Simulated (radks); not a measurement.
Species: the iridium ion Ir7+. Configuration: [Xe] 4f14 5d2.

All-electron calculation, scalar-relativistic Kohn-Sham, LDA (Slater exchange, Perdew-Wang correlation), spin-unpolarised, spherical densities, finite nucleus; Fermi nuclear charge, rms radius 5.4032 fm. Program: a radial shooting solver on a logarithmic mesh with Libxc functionals.

Energy parts (Ry):
| part | energy |
|---|---|
| total | -35604.4532 |
| kinetic | 39558.6972 |
| electron-nucleus | -87829.2326 |
| Hartree | 13331.0848 |
| exchange-correlation | -665.0027 |

Orbitals (lengths in bohr, moments of r in powers of bohr; <r^-3> diverges for s and p1/2):
\begin{tabular}{lrrrr}
orbital & occ. & eigenvalue (Ry) & <r^4> & <r^-3> \\ \hline
1s & 2 & -5596.235 & 4.822e-07 & - \\
2s & 2 & -985.3708 & 0.00007139 & - \\
2p & 6 & -857.6625 & 0.00005706 & 23020 \\
3s & 2 & -236.1583 & 0.002600 & - \\
3p & 6 & -198.7969 & 0.002827 & 5213 \\
3d & 10 & -157.5257 & 0.002174 & 657.5 \\
4s & 2 & -56.17276 & 0.05935 & - \\
4p & 6 & -43.90535 & 0.07914 & 1241 \\
4d & 10 & -28.81345 & 0.1116 & 135.7 \\
4f & 14 & -12.00733 & 0.2417 & 25.25 \\
5s & 2 & -14.43649 & 1.493 & - \\
5p & 6 & -11.10392 & 2.488 & 221.9 \\
5d & 2 & -7.10375 & 6.167 & 17.81 \\
\end{tabular}

The highest occupied level is 5d at -96.651 eV. The density falls to 0.001 e/bohr^3 at r = 2.66 bohr. Summed over all electrons, <r^2> = 23.93 bohr^2, which gives a Langevin (diamagnetic) susceptibility term of -19 x 10^-6 cm^3/mol. The electron density at the nucleus is 1.94e+06 e/bohr^3 (large components only).
